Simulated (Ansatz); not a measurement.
Cost and result for the atomization energy of `CB(Cl)/N=C\Cl` (10 atoms, 9 bonds).

Cartesian coordinates in Å:
```
C 0.440 -1.577 -0.037
B -0.566 -0.416 0.236
Cl -1.990 -0.693 1.255
N -0.444 0.839 -0.342
C -0.071 2.004 -0.415
Cl 0.870 2.820 0.818
H 0.839 -1.947 0.912
H 1.273 -1.280 -0.675
H -0.075 -2.422 -0.503
H -0.276 2.673 -1.249
```

Total charge 0; spin multiplicity 1. The geometry is a stationary point of PBE0-D4/def2-TZVP. It is one conformer, not always the lowest. Program: Ansatz. All runs use 4 threads of an Arm Neoverse V1 on a shared host. Times are those of one run each, without the atoms' runs, and a repeat can differ threefold. Electronic energies, without spin–orbit coupling; frozen cores. CCSD(T)/CBS adds CCSD(T) − MP2 in def2-TZVPP to the MP2 limit, and its time is that of the two runs behind it. T1 = 0.013. HSE06 is the plane-wave form, built on full-range PBE exchange.

CCSD(T)/CBS is a level of theory with its own doubt, some kJ/mol a heavy atom from the limit and from the frozen cores, so smaller differences don't rank the functionals.

| level | functions | wall time |
| --- | --- | --- |
| revPBE-D4/def2-TZVPP | 264 | 2.4 s |
| PBE0-D4/def2-TZVPP | 264 | 3.7 s |
| BHLYP-D4/def2-TZVPP | 264 | 3.9 s |
| HSE06-D4/def2-TZVPP | 264 | 4.1 s |
| CAM-B3LYP-D4/def2-TZVPP | 264 | 4.3 s |
| r2SCAN-D4/def2-TZVPP (with forces) | 264 | 6 s |
| r2SCANh-D4/def2-TZVPP | 264 | 6 s |
| B2PLYP/def2-TZVPP | 264 | 6.5 s |
| CCSD(T)/def2-SVP | 112 | 7 s |
| B97M-V/def2-TZVPP | 264 | 11 s |
| MP2/def2-QZVPP | 488 | 25 s |
| CCSD(T)/def2-TZVPP | 264 | 3.7 min |
| CCSD(T)/CBS(def2) | – | 4.1 min |

Task: What atomization energy does each give, and how far from CCSD(T)/CBS? (An estimate is asked.)

Result: The calculation gave: 
```tsv
level	atomization (kcal/mol)	difference from CCSD(T)/CBS	per bond
revPBE-D4/def2-TZVPP	951.9	16.1	1.8
PBE0-D4/def2-TZVPP	955.0	19.2	2.1
BHLYP-D4/def2-TZVPP	910.5	-25.3	-2.8
HSE06-D4/def2-TZVPP	956.0	20.2	2.2
CAM-B3LYP-D4/def2-TZVPP	945.3	9.5	1.1
r2SCAN-D4/def2-TZVPP (with forces)	950.5	14.7	1.6
r2SCANh-D4/def2-TZVPP	942.8	7.0	0.8
B2PLYP/def2-TZVPP	933.3	-2.5	-0.3
CCSD(T)/def2-SVP	892.0	-43.8	-4.9
B97M-V/def2-TZVPP	950.8	15.0	1.7
MP2/def2-QZVPP	952.8	17.0	1.9
CCSD(T)/def2-TZVPP	910.4	-25.4	-2.8
CCSD(T)/CBS(def2)	935.8	0.0	0.0
```

From PBE to PBE0 (25 % exact exchange), in def2-TZVPP and without D4, the atomization energy moves by −22.7 kcal/mol: exact exchange takes away binding that semilocal exchange gives to molecules. Leaving LDA and LC-ωPBE aside and taking each functional with its dispersion term where it has one, the values, not all of them listed here, spread over 68.1 kcal/mol, from BHLYP-D4 to PBE-D4. LDA lies +122.9 kcal/mol from PBE without D4, its usual overbinding. At CCSD(T), def2-SVP lies −43.9 kcal/mol from the extrapolated value and def2-TZVPP −25.4 kcal/mol: correlation converges slowly with the basis, and small sets miss more of it in the bonded molecule than in its fragments.
